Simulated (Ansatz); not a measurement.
Basis-set series for `Cl[Si]([SeH])([SeH])[SeH]`. Total charge 0; spin multiplicity 1. The structure was optimised at the PBE0-D4/def2-TZVP level. It is one conformer, not always the lowest.

```tsv
functional	basis	functions	energy (Eh)	HOMO (eV)	LUMO (eV)
PBE0-D4	def2-SVP	147	-7954.07329	-7.18	-0.82
PBE0-D4	def2-QZVPP	497	-7955.39622	-7.28	-1.13
ωB97M-V	def2-SVP	147	-7954.74104	-9.27	1.18
ωB97M-V	def2-QZVPP	497	-7956.05247	-9.39	0.70
```

Q: Give the rows for def2-TZVPP. (An estimate is asked.)

A: Ansatz gave: 
```
functional       basis  functions  energy (Eh)  HOMO (eV)  LUMO (eV)
   PBE0-D4  def2-TZVPP        270  -7955.22185      -7.26      -1.08
   ωB97M-V  def2-TZVPP        270  -7955.88399      -9.37       0.79
```

Positive LUMOs are unbound and depend on the basis. Scalar relativity is left out up to krypton.
